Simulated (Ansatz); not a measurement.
System: H2SiOCl, charge 0, doublet. H2SiOCl (SMILES O[SiH]Cl, doublet).
B3LYP-D3(BJ)/def2-TZVP minimum from Ansatz (a quantum-chemistry and plane-wave program):
```
Si
O 1 1.6454
H 2 0.9618 1 119.02
H 1 1.4861 2 105.01 3 168.99
Cl 1 2.0818 4 108.15 2 118.53
```
Charge 0, spin multiplicity 2.

Total energies in cc-pV(D+d)Z, 19 correlated electrons, 11 frozen orbitals. UHF or UKS for unpaired electrons; spin-orbit terms are left out. Cores are frozen in correlated methods. No relativity.

```
method    program  energy (Eh)  minus CCSDT(Q) (mEh)
--------  -------  -----------  --------------------
HF         Ansatz   -824.52722                444.92
MP2        Ansatz   -824.93120                 40.95
CCSD       Ansatz   -824.96018                 11.96
CCSD(T)    Ansatz   -824.97018                  1.96
CCSDT(Q)   Ansatz   -824.97214                  0.00
```

Rough core times of Ansatz's runs on a shared machine: CCSD(T) under 20 s, CCSDT(Q) 30 min.
